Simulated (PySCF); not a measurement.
## AsH⁺: energy against distance

Set-up: PySCF, scalar-relativistic core potentials, basis sets As cc-pVTZ-PP with ECP10, H cc-pVTZ. Energies in eV from As⁺ + H in their ground configurations at the same level. State: ²Π (doublet), unpaired electrons π ↑.

All columns are PBE0. A positive dipole points towards H; it is taken about the centre of mass and depends on that origin.

```csv
R (Å),E (eV),μ (D),Mulliken charge on As (basis-dependent),HOMO (eV),LUMO (eV),Mayer bond order,⟨S²⟩
1.321,-2.506,0.84,0.85,-15.03,-12.48,0.97,0.75
1.382,-2.810,0.81,0.87,-15.00,-12.46,0.97,0.75
1.444,-2.984,0.78,0.87,-14.97,-12.43,0.98,0.75
1.490,-3.049,0.76,0.88,-14.95,-12.42,0.98,0.75
1.536,-3.068,0.75,0.88,-14.94,-12.40,0.98,0.75
1.582,-3.051,0.74,0.88,-14.92,-12.39,0.98,0.75
1.643,-2.981,0.73,0.88,-14.90,-12.37,0.98,0.75
1.720,-2.838,0.73,0.87,-14.88,-12.35,0.98,0.75
1.812,-2.610,0.75,0.86,-14.86,-12.33,0.97,0.76
1.935,-2.251,0.80,0.85,-14.83,-12.31,0.97,0.76
```

A fit through these points gives, at Re = 1.535 Å, μ = 0.75 D and dμ/dR = -0.271 D/Å; the reduced mass is 0.9944 u.

Q: How strong is the fundamental in the double-harmonic approximation, I = 42.26·(dμ/dR)²/μred km/mol?

A: I = 42.26·(-0.271)²/0.9944 = 3.12 km/mol at PBE0.

Spin–orbit coupling is left out. For an ion De counts to the pair picked by the measured ionisation energies or electron affinities, which need not be the lowest pair at this level. The state was picked by a PBE0 search and need not be the measured ground state.
